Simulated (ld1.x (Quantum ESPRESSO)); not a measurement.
## What one change does to a pseudopotential (La (Z = 57), TM)

lanthanum (La), norm-conserving Troullier–Martins (Kleinman–Bylander form), made with ld1.x (Quantum ESPRESSO) 7.5 (PBE, scalar-relativistic). Core [Kr] 4d10 5s2, reference 4f0 5p6 5d0 6s0 6p0 (charge +3). Waves: 6s (bound, empty): rc 3.20 bohr; 5p (bound): rc 2.75 bohr; 5d (bound, empty): rc 2.35 bohr; 4f (bound, empty): rc 1.85 bohr. Local part: all-electron potential smoothed inside 2.45 bohr (lloc = -1). Core correction: Bessel-smoothed model core inside 1.25 bohr.

Change: fully relativistic.

Cutoffs: the cutoffs (Ry, on a coarse ladder) from which the occupation-weighted sum of valence levels, in a spherical-Bessel basis at the reference potential, stays within 10 and 1 mRy of its value at 400 Ry; they do not see the model core or the augmentation charge, which bear on the density cutoff. Errors are all-electron minus pseudo energies relative to the spin-unpolarised reference configuration.

**Question.** Predict the effect on cutoff, ghosts and configuration errors.

**Answer.** The potential gets harder (12 Ry and 21 Ry → 15 Ry and 21 Ry); both files keep a bound ghost (s); the errors of the 6 common tests hardly move.

```tsv
quantity	base	changed
cutoff, loose	12 Ry	15 Ry
cutoff, tight	21 Ry	21 Ry
bound ghosts	s	s
tests counted (converged, no solver errors)	6 of 7	6 of 7
error for 4f0 5p6 5d1 6s2 6p0, meV [ΔE -35.80 → -35.79 eV]	+118	+115
error for 4f0 5p6 5d1 6s1 6p0, meV [ΔE -29.84 → -29.82 eV]	+55	+53
error for 4f0 5p6 5d1 6s0 6p0, meV [ΔE -18.95 → -18.94 eV]	-14	-14
error for 4f0 5p6 5d0 6s2 6p0, meV [ΔE -29.42 → -29.41 eV]	+62	+58
error for 4f0 5p6 5d2 6s0 6p0, meV [ΔE -29.77 → -29.75 eV]	-41	-40
error for 4f0 5p6 5d1 6s1.5 6p0, meV [ΔE -33.40 → -33.39 eV]	+89	+86
s: phases at 3.49 bohr within 0.05 rad from the reference energy up to (Ry; the scan ends near 5)	n/a	-0.5
```

Base: The cutoffs count occupied waves only; the empty 4f level needs 100 Ry at the loose tolerance. Tests not counted: 4f1 5p6 5d0 6s2 6p0 (solver errors, printed error -1499 eV). Changed file: The cutoffs count occupied waves only; the empty 4f level needs 100 Ry at the loose tolerance. Tests not counted: 4f1 5p6 5d0 6s2 6p0 (solver errors, printed error -39.0 eV). A true bound ghost makes a file unfit for plane-wave use even where its test errors are small: the radial tests pick states by their node count and pass the ghost by. Where a test does run into it, the solver fails or the error is huge.
